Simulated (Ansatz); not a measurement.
A nudged elastic band was laid between two geometries of BClH5NOSi (10 atoms, charge 0, multiplicity 1).

Computed with RKS PBE/6-31G* (Ansatz).

```yaml
movable_images: 9
climbing_image: yes
spring: 5.0 eV/Å²
optimiser: quadratic models (default)
start_path: through a guess of the saddle point
force_threshold: 0.05 eV/Å
iteration_limit: 60
end_points: relaxed
```

Image 0:

```xyz
10
Properties=species:S:1:pos:R:3
N -1.526 -0.504 -0.945
Si -0.263 -0.590 0.236
Cl 1.508 -1.666 -0.369
B 0.537 1.233 0.702
O 1.879 1.398 0.608
H -1.411 0.091 -1.766
H -2.047 -1.349 -1.182
H -0.809 -1.424 1.354
H -0.099 2.191 1.069
H 2.315 0.568 0.297
```

Image 10:

```xyz
10
Properties=species:S:1:pos:R:3
N -1.284 -0.817 -0.474
Si 0.053 -0.807 1.123
Cl 1.665 -1.574 -0.223
B 0.503 1.187 0.709
O 1.709 1.564 0.200
H -0.792 -0.639 -1.362
H -2.015 -0.102 -0.358
H -1.746 -1.731 -0.552
H -0.248 2.113 0.956
H 2.238 0.756 -0.016
```

(1) What changes between the two ends?

(2) Give the energies along the band, and the barrier.

(3) What is the geometry of the highest image?

The band took 34 iterations and about 18 core-minutes.

Results:

(1) Bonds broken: Si2–H8. Bonds formed: N1–H8.

(2) The run converged. The highest image is number 6 of 0 to 10, 2.82 eV above the first end and 1.57 eV above the last; the last end lies 1.26 eV above the first. Neighbouring images differ by up to 1.2 eV, so the band resolves the path poorly. A vibrational analysis at the climbing image gives one clearly imaginary mode, 1398i cm⁻¹: a first-order saddle point. The orbitals stay closed-shell, which can raise the energy where a bond breaks towards radicals; this wasn't checked here.

```
image  path coordinate (Å)  energy (eV)  Si2–H8 (Å)  N1–H8 (Å)
    0                 0.00         0.00        1.50       2.58
    1                 0.51         0.04        1.50       2.56
    2                 1.03         0.14        1.50       2.60
    3                 1.54         0.24        1.51       2.65
    4                 2.06         0.53        1.50       2.43
    5                 2.57         1.73        1.51       1.93
    6                 3.08         2.82        1.65       1.42
    7                 3.58         1.86        2.04       1.06
    8                 4.07         1.38        2.46       1.02
    9                 4.57         1.28        2.60       1.03
   10                 5.07         1.26        2.63       1.03
```

(3) 
```xyz
10
Properties=species:S:1:pos:R:3
N -1.441 -0.794 -0.805
Si -0.071 -0.676 0.559
Cl 1.600 -1.462 -0.557
B 0.603 1.252 0.851
O 1.907 1.550 0.625
H -1.206 -0.957 -1.794
H -2.265 -0.194 -0.694
H -1.341 -1.689 0.291
H -0.091 2.150 1.269
H 2.388 0.769 0.258
```

Run time: 9.1 min on 2 threads of Arm Neoverse V1, on a shared host, peak memory 0.14 GiB.
